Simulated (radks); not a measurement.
Problem. The arsenic anion As3-, [Kr], held by a Watson sphere: a shell of charge +3 at radius R that stands for the Madelung well of a crystal (potential energy -3/R inside, -3/r outside, in hartree with lengths in bohr). All-electron calculation, scalar-relativistic Kohn-Sham, PBE, spin-polarised, spherical densities, finite nucleus; Fermi nuclear charge, rms radius of each element as measured or else 0.836 A^(1/3) + 0.57 fm. Program: a radial shooting solver on a logarithmic mesh with Libxc functionals. Response by self-consistent Sternheimer equations with the Hartree and adiabatic LDA kernel, the relativistic mass of each level held fixed and spin-orbit coupling left out. The sphere does not respond.

| R (bohr) | e(3d) (eV) | e(4s) (eV) | e(4p) (eV) | <r> 4p (bohr) | sum of <r^2> (bohr^2) | X-ray form factor at sin(theta)/lambda = 0.3 1/angstrom | alpha (bohr^3) |
|---|---|---|---|---|---|---|---|
| 2.14 | -39.729 | -17.069 | -7.792 | 2.394 | 58.32 | 22.456 | 33.35 |
| 2.18 | -39.572 | -16.911 | -7.718 | 2.410 | 58.95 | 22.454 | 34.24 |
| 2.22 | -39.428 | -16.757 | -7.642 | 2.427 | 59.58 | 22.454 | 35.16 |
| 2.52 | -38.637 | -15.676 | -7.058 | 2.551 | 64.47 | 22.469 | 43.16 |
| 2.92 | -38.048 | -14.461 | -6.281 | 2.716 | 71.29 | 22.519 | 57.27 |
| 3.74 | -37.403 | -12.684 | -4.881 | 3.043 | 86.12 | 22.616 | 102.6 |
| 3.87 | -37.328 | -12.476 | -4.691 | 3.093 | 88.58 | 22.625 | 112.3 |
| 4.81 | -36.897 | -11.397 | -3.570 | 3.448 | 107.6 | 22.657 | 211.5 |

Estimate the row for R = 3.15 bohr.

Solution. e(3d) (eV) -37.824; e(4s) (eV) -13.873; e(4p) (eV) -5.856; <r> 4p (bohr) 2.809; sum of <r^2> (bohr^2) 75.34; X-ray form factor at sin(theta)/lambda = 0.3 1/angstrom 22.552; alpha (bohr^3) 67.49.
